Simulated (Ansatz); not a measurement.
Harmonic frequencies (cm⁻¹) at PBE0-D4/def2-TZVP from Ansatz: 124, 137, 221, 245, 267, 359, 680, 692, 715, 915, 970, 972, 1035, 1093, 1121, 1169, 1242, 1326, 1441, 1468, 1471, 1480, 1500, 1521, 2159, 2220, 2226, 2976, 2981, 3033, 3040, 3112, 3113.

(1) Which molecule is it?
A. `C=C[SiH2]O[SiH3]`
B. `CN(C)[SiH3]`
C. `CCN[SiH3]`
D. `CC[SiH2]N`

Results:

(1) B.
